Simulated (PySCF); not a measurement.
# Energy of Au⁺ (gold, charge +1) between two integer charges

The 5d beta orbital of [Xe] 4f14 5d10 is emptied in steps (occupation f), with all orbitals relaxed, ending at [Xe] 4f14 5d9. All numbers are calculated (PySCF 2.14, a scalar-relativistic core potential, in aug-cc-pVDZ-PP with ECP60MDF (5s5p4d2f, 54 functions)). The exact energy is a straight line in f; departures are measured from the line between the end points of the same method.

```tsv
f	UHF (eV)	LDA (eV)	PBE (eV)	PBE0 (eV)	r2SCAN (eV)	LC-wPBE (eV)	BHandHLYP (eV)	wB97X (eV)	TPSS (eV)	HSE06 (eV)
1	0.000	0.000	0.000	0.000	0.000	0.000	0.000	0.000	0.000	0.000
0.75	0.321	-1.098	-1.069	-0.730	-0.994	-0.187	-0.390	-0.254	-1.037	-0.808
0.5	0.412	-1.477	-1.436	-0.981	-1.330	-0.254	-0.529	-0.348	-1.391	-1.085
0.25	0.298	-1.117	-1.084	-0.740	-1.000	-0.194	-0.403	-0.268	-1.049	-0.818
0	0.000	0.000	0.000	0.000	0.000	0.000	0.000	0.000	0.000	0.000
```

Task: For BHandHLYP, how does the orbital energy at f = 1 compare with the removal energy?

Result: −ε = 18.437 eV against a total-energy difference of 20.480 eV. By Janak's theorem ε = ∂E/∂f, so the gap between them reflects the curvature. Along the path −ε is 19.411 (f = 0.75), 20.445 (f = 0.5), 21.530 (f = 0.25) eV.

```tsv
method	E(f=0) − E(f=1) (eV)	−ε at f=1 (eV)	−ε at f=0.5 (eV)
UHF	18.991	20.773	18.929
LDA	21.385	15.589	21.334
PBE	20.983	15.331	20.944
PBE0	20.778	16.916	20.752
r2SCAN	20.734	15.461	20.718
LC-wPBE	20.603	19.635	20.582
BHandHLYP	20.480	18.437	20.445
wB97X	20.641	19.329	20.604
TPSS	20.695	15.210	20.664
HSE06	20.778	16.503	20.750
```

Reference removal energy between the ground levels: 20.203 ± 0.025 eV (measured; NIST Atomic Spectra Database, ionization energies). The calculation has no spin-orbit coupling. UHF lacks correlation.
